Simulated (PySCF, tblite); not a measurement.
C9H14Si.
SMILES: `C[Si](C)(C)c1ccccc1`

Level of theory: PBE0/pcSseg-1 in PySCF (dipole) on a GFN2-xTB geometry, gas phase.

Masses are those of the commonest isotopes; rigid-rotor values at the optimised geometry. 

Problem. Give the principal moments of inertia and the rotational constants in MHz.

Solution. Ia = 250.83, Ib = 705.49, Ic = 791.47 u·Å²; 505379 MHz·u·Å²/I gives A = 2015, B = 716.3, C = 638.5 MHz.

Problem. Classify the top.

Solution. An asymmetric top. Ray's parameter κ = (2B − A − C)/(A − C) = -0.887; −1 is the prolate and +1 the oblate limit.

Problem. Is it planar, by Δ = Ic − Ia − Ib?

Solution. Not planar: Δ = Ic − Ia − Ib = -164.85 u·Å². For a rigid frame Δ = −2 Σ m c², so Σ m c² = 82.43 u·Å² lies off the ab plane: 24.02 from hydrogen and 58.41 from heavier atoms. The atom farthest from that plane is 2.47 Å away.

Problem. Give the coordinates in the principal-axis frame, origin at the centre of mass.

Solution. The sense of each axis is arbitrary; atoms in the order of the calculation.
| atom | mass (u) | a (Å) | b (Å) | c (Å) |
| --- | --- | --- | --- | --- |
| C1 | 12.000 | -2.209 | 1.779 | 0.000 |
| Si2 | 27.977 | -1.516 | 0.004 | 0.000 |
| C3 | 12.000 | -2.131 | -0.911 | -1.559 |
| C4 | 12.000 | -2.129 | -0.910 | 1.561 |
| C5 | 12.000 | 0.386 | 0.022 | 0.000 |
| C6 | 12.000 | 1.119 | 1.205 | -0.001 |
| C7 | 12.000 | 2.503 | 1.196 | 0.000 |
| C8 | 12.000 | 3.188 | -0.006 | 0.000 |
| C9 | 12.000 | 2.479 | -1.196 | 0.000 |
| C10 | 12.000 | 1.096 | -1.176 | 0.000 |
| H11 | 1.008 | -1.891 | 2.332 | -0.878 |
| H12 | 1.008 | -1.887 | 2.333 | 0.877 |
| H13 | 1.008 | -3.295 | 1.769 | 0.004 |
| H14 | 1.008 | -1.777 | -1.937 | -1.582 |
| H15 | 1.008 | -3.216 | -0.938 | -1.598 |
| H16 | 1.008 | -1.783 | -0.426 | -2.466 |
| H17 | 1.008 | -3.214 | -0.935 | 1.602 |
| H18 | 1.008 | -1.778 | -1.937 | 1.582 |
| H19 | 1.008 | -1.777 | -0.426 | 2.467 |
| H20 | 1.008 | 0.597 | 2.151 | -0.002 |
| H21 | 1.008 | 3.049 | 2.130 | 0.000 |
| H22 | 1.008 | 4.269 | -0.017 | 0.001 |
| H23 | 1.008 | 3.006 | -2.140 | -0.001 |
| H24 | 1.008 | 0.554 | -2.111 | 0.001 |

Problem. List the rotational levels J(Ka,Kc) to J = 4 (K).

Solution. Above 0(0,0), as E/k:
J = 1: 1(0,1) 0.065, 1(1,1) 0.127, 1(1,0) 0.131
J = 2: 2(0,2) 0.195, 2(1,2) 0.254, 2(1,1) 0.265, 2(2,1) 0.452, 2(2,0) 0.452
J = 3: 3(0,3) 0.389, 3(1,3) 0.443, 3(1,2) 0.465, 3(2,2) 0.647, 3(2,1) 0.648, 3(3,1) 0.968, 3(3,0) 0.968
J = 4: 4(0,4) 0.648, 4(1,4) 0.695, 4(1,3) 0.733, 4(2,3) 0.907, 4(2,2) 0.909, 4(3,2) 1.228, 4(3,1) 1.228, 4(4,1) 1.677, 4(4,0) 1.677

The dipole components are |μa| = 0.08 D, |μb| = 0.03 D, |μc| = 0.00 D.

Problem. Estimate the classical rotational partition function at 200 K, 298.15 K and 500 K.

Solution. Point group Cs, symmetry number σ = 1; q = (√π/σ)·√((kT/h)³/(ABC)), k/h = 20836.6 MHz/K: 497000 at 200 K, 904000 at 298.15 K, 1960000 at 500 K.

Its GFN2-xTB frequencies are all real (lowest 18 cm⁻¹). No vibrational averaging or centrifugal distortion is included, and the geometry carries the error of its method. A rigid rotor knows nothing of internal rotation, which can split or shift real lines.

Conformer computed: `[CH3:1][Si:2]([CH3:3])([CH3:4])[c:5]1[cH:6][cH:7][cH:8][cH:9][cH:10]1`: C1–Si2–C5–C6 0°.
